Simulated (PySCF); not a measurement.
CuH, neutral, multiplicity 1.

```xyz
2

Cu     0.0000     0.0000    -0.0495
H      0.0000     0.0000     1.4359
```
Charge 0, spin multiplicity 1.

Coordinates come from a PBE0-D3(BJ)/def2-TZVPD optimisation. The spin state was assumed, not searched.

The numbers are results of PBE/pcSseg-2 run with PySCF, not measurements. Non-relativistic, no solvent.

**Question.** Give the absolute GIAO shielding of each atom: isotropic value and principal components (ppm). (An estimate is asked for; the answer gives what the named calculation found.)

**Answer.** 
```
atom  σ(iso)     σ11     σ22     σ33    span
----  ------  ------  ------  ------  ------
Cu1   1523.1  1081.7  1081.7  2405.9  1324.1
H2      32.0    27.4    27.4    41.2    13.8
```
